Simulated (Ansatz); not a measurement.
Reaction (formal hydrolysis of the Sn–N bond): `[NH2][Sn]([OH])([OH])[Cl]` + H₂O → `[OH][Sn]([OH])([OH])[Cl]` + NH₃

Computed with Ansatz on PBE0-D4/def2-TZVP structures; ΔE is electronic, products minus reactants. CCSD(T)/CBS adds triple-zeta CCSD(T) − MP2 to the extrapolated MP2 energy (def2 sets, frozen cores). This one scheme is used for every species. Functionals use def2-TZVPP. B3LYP here is the variant with VWN-RPA as its local correlation; programs differ in this. HSE06 is defined as in plane-wave codes. def2 core potentials past Kr. For Sn outer-core shells are correlated without core-valence functions, which leaves a few kJ/mol of doubt a bond. Each species was taken in one conformer, which may not be the lowest.

`[NH2][Sn]([OH])([OH])[Cl]`:

Cartesian coordinates in Å:
```
N 0.334 1.552 -0.825
Sn -0.042 -0.171 0.086
O -0.409 0.254 1.945
O 1.528 -1.284 -0.173
Cl -1.853 -1.465 -0.627
H 0.575 1.453 -1.802
H -0.408 2.233 -0.734
H -1.037 -0.354 2.343
H 1.312 -2.220 -0.213
```

H₂O:

Cartesian coordinates in Å:
```
O 0.000 0.349 0.173
H -0.733 -0.266 0.097
H 0.733 -0.083 -0.270
```

`[OH][Sn]([OH])([OH])[Cl]`:

Z-matrix (Å, degrees):
```
Sn
O 1 1.939
O 1 1.933 2 105.6
O 1 1.940 2 108.6 3 121.5
Cl 1 2.305 2 113.6 3 -119.4
H 2 0.962 1 113.0 3 -150.0
H 3 0.962 1 111.5 2 3.0
H 4 0.962 1 112.7 2 137.6
```

NH₃:

Cartesian coordinates in Å:
```
N 0.183 -0.169 0.132
H 0.593 0.730 -0.090
H -0.140 -0.571 -0.740
H -0.636 0.010 0.698
```

```csv
level,ΔE (kcal/mol),difference from CCSD(T)/CBS
LDA (SPW92),-2.8,0.4
PBE-D4,-3.6,-0.4
revPBE-D4,-3.5,-0.3
BLYP-D4,-4.3,-1.1
r2SCAN-D4,-4.2,-1.0
B97M-V,-5.5,-2.3
PBE0-D4,-3.1,0.1
B3LYP-D4,-3.9,-0.7
r2SCANh-D4,-4.0,-0.8
r2SCAN0-D4,-3.6,-0.4
HSE06-D4,-3.1,0.1
BHLYP-D4,-3.8,-0.6
CAM-B3LYP-D4,-4.1,-0.9
ωB97X-V,-4.1,-0.9
B2PLYP,-4.2,-1.0
PBE-QIDH,-3.1,0.1
PBE,-4.0,-0.8
revPBE,-4.3,-1.1
r2SCAN,-4.4,-1.2
PBE0,-3.5,-0.3
B3LYP,-4.5,-1.3
r2SCANh,-4.1,-0.9
r2SCAN0,-3.7,-0.5
HSE06,-3.4,-0.2
CAM-B3LYP,-4.5,-1.3
LC-ωPBE,-4.0,-0.8
RPA@PBE/def2-TZVPP,-3.5,-0.3
HF/def2-SVP,-4.1,-0.9
MP2/def2-SVP,-4.4,-1.2
CCSD/def2-SVP,-4.3,-1.1
HF/def2-TZVPP,-4.7,-1.5
MP2/def2-TZVPP,-2.8,0.4
SCS-MP2/def2-TZVPP,-3.4,-0.2
CCSD(T)/def2-TZVPP,-3.2,0.0
HF/def2-QZVPP,-4.9,-1.7
MP2/def2-QZVPP,-2.8,0.4
SCS-MP2/def2-QZVPP,-3.5,-0.3
HF/CBS(def2),-4.9,-1.7
MP2/CBS(def2),-2.8,0.4
CCSD/CBS(def2),-3.2,0.0
CCSD(T)/CBS,-3.2,0
```

Largest T1 diagnostic among the species: 0.014.

Leaving LDA and LC-ωPBE aside and taking each functional with its dispersion term where it has one, the values spread over 2.4 kcal/mol, from B97M-V to HSE06-D4. LDA lies +1.2 kcal/mol from PBE without D4. From BLYP to BHLYP (50 % exact exchange), in def2-TZVPP and without D4, ΔE moves by +0.7 kcal/mol.

CCSD(T)/CBS has its own doubt, a few kJ/mol and more with outer-core shells, so smaller differences from it don't rank the levels.
